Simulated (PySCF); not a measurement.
fluoro(silyloxy)silane (FH5OSi2), SMILES F[SiH2]O[SiH3]. Atoms are numbered in the order given.

```xyz
9

Si    -1.7501     0.4778    -0.6104
O     -0.1366     0.0629    -0.6260
Si     1.2972    -0.0419     0.1654
F      1.1231    -1.0049     1.4610
H     -2.5508    -0.6257    -0.0129
H     -2.1820     0.7101    -2.0141
H     -1.9485     1.7226     0.1872
H      1.7131     1.2921     0.6653
H      2.2936    -0.6612    -0.7365
```

Geometry optimised at B3LYP-D3(BJ)/def2-SVP. The values are those of a single conformer.

All values below come from HF/def2-TZVP in PySCF.

Atomic charges (e):

| atom | Löwdin | Mulliken |
|---|---|---|
| Si1 | 0.26 | 0.49 |
| O2 | [?] | -0.60 |
| Si3 | [?] | 0.83 |
| F4 | [?] | -0.43 |
| H5 | -0.06 | -0.05 |
| H6 | -0.06 | -0.06 |
| H7 | -0.06 | -0.06 |
| H8 | -0.06 | -0.06 |
| H9 | -0.06 | -0.06 |

Q: Complete the blanks. (Estimate from the structure and the level; the computed values follow.)

A: 
- O2, Löwdin: -0.07
- Si3, Löwdin: 0.20
- F4, Löwdin: -0.08

Computed Mayer and Wiberg (Löwdin basis) orders of the bonds:
| bond | Mayer | Wiberg |
|---|---|---|
| Si1–O2 | 1.00 | 1.51 |
| O2–Si3 | 1.09 | 1.58 |
| Si3–F4 | 0.95 | 1.61 |
| Si1–H5 | 0.97 | 0.97 |
| Si1–H6 | 0.97 | 0.97 |
| Si1–H7 | 0.97 | 0.97 |
| Si3–H8 | 0.97 | 0.95 |
| Si3–H9 | 0.97 | 0.96 |
